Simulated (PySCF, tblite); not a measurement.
Species: 3-isopropylcyclopentene, C8H14.
Geometry (GFN2-xTB, Å), atoms numbered from 1 in this order:
```xyz
22
C8H14 angstrom
C     -2.105    0.408   -1.040
C     -1.124   -0.407   -0.198
C     -1.807   -0.831    1.102
C      0.154    0.394    0.095
C      0.945    0.774   -1.129
C      2.242    0.586   -0.968
C      2.567    0.046    0.391
C      1.193   -0.382    0.931
H     -1.691    0.643   -2.017
H     -3.025   -0.154   -1.193
H     -2.353    1.340   -0.536
H     -0.844   -1.306   -0.758
H     -1.158   -1.463    1.703
H     -2.717   -1.386    0.885
H     -2.074    0.046    1.689
H     -0.140    1.313    0.620
H      0.476    1.181   -2.007
H      3.013    0.809   -1.688
H      3.277   -0.781    0.352
H      3.011    0.834    1.007
H      1.058   -1.452    0.761
H      1.092   -0.191    1.997
```

The calculation used PBE0/pcSseg-1 in PySCF (dipole) on a GFN2-xTB geometry, gas phase.

Take the most abundant isotopes and a rigid rotor. The values belong to one conformer with, in the numbering `[CH3:1][CH:2]([CH3:3])[C@@H:4]1[CH:5]=[CH:6][CH2:7][CH2:8]1`, C1–C2–C4–C5 -62°, C2–C4–C5–C6 -136°, C5–C6–C7–C8 13°, C6–C7–C8–C4 -20°, C2–C4–C8–C7 144°.

Question: What are A, B and C (GHz)?

Answer: Ia = 129.44, Ib = 352.39, Ic = 454.02 u·Å²; 505379 MHz·u·Å²/I gives 3904, 1434 and 1113 MHz, that is A = 3.9043, B = 1.4341, C = 1.1131 GHz.

Question: Classify the top.

Answer: An asymmetric top: κ = (2 × 1434 − 3904 − 1113)/(3904 − 1113) = -0.77.

Question: What does the inertial defect say?

Answer: Not planar: Δ = Ic − Ia − Ib = -27.82 u·Å². For a rigid frame Δ = −2 Σ m c², so Σ m c² = 13.91 u·Å² lies off the ab plane: 10.41 from hydrogen and 3.50 from heavier atoms. The atom farthest from that plane is 1.46 Å away.

Question: List the rotational levels J(Ka,Kc) to J = 4 (MHz).

Answer: Above 0(0,0):
J = 1: 1(0,1) 2547, 1(1,1) 5017, 1(1,0) 5338
J = 2: 2(0,2) 7612, 2(1,2) 9791, 2(1,1) 10754, 2(2,1) 18165, 2(2,0) 18194
J = 3: 3(0,3) 15139, 3(1,3) 16934, 3(1,2) 18858, 3(2,2) 25806, 3(2,1) 25951, 3(3,1) 38978, 3(3,0) 38979
J = 4: 4(0,4) 25048, 4(1,4) 26427, 4(1,3) 29625, 4(2,3) 35973, 4(2,2) 36397, 4(3,2) 49220, 4(3,1) 49232, 4(4,1) 67587, 4(4,0) 67587
The levels of one J sum to (2J + 1)J(J + 1)(A + B + C)/3.

Question: Which lines would a microwave search look for?

Answer: The dipole components are |μa| = 0.01 D, |μb| = 0.18 D, |μc| = 0.02 D. Intensities carry the squares of the components, which stand as 0.00 : 1.00 : 0.01 (a : b : c). Some lines, for components of 0.1 D or more:

```tsv
type	branch	J(Ka,Kc)	MHz	lower level (cm⁻¹)
b	R	2(0,2) ← 1(1,1)	2595	0.167
b	Q	1(1,0) ← 1(0,1)	2791	0.085
b	Q	4(2,2) ← 4(1,3)	6772	0.988
b	R	2(1,2) ← 1(0,1)	7244	0.085
b	Q	2(2,0) ← 2(1,1)	7440	0.359
b	Q	3(2,2) ← 3(1,3)	8873	0.565
b	Q	4(3,1) ← 4(2,2)	12835	1.214
b	Q	3(3,1) ← 3(2,2)	13171	0.861
b	R	3(2,1) ← 2(1,2)	16160	0.327
b	R	4(2,3) ← 3(1,2)	17115	0.629
b	R	3(3,1) ← 2(2,0)	20784	0.607
b	R	4(3,2) ← 3(2,1)	23269	0.866
b	R	4(3,1) ← 3(2,2)	23426	0.861
b	R	4(4,1) ← 3(3,0)	28608	1.300
```

Its GFN2-xTB frequencies are all real (lowest 58 cm⁻¹). These are rigid-rotor constants of the computed structure; measured ground-state constants (B0) also hold zero-point vibration. A rigid rotor knows nothing of internal rotation, which can split or shift real lines.
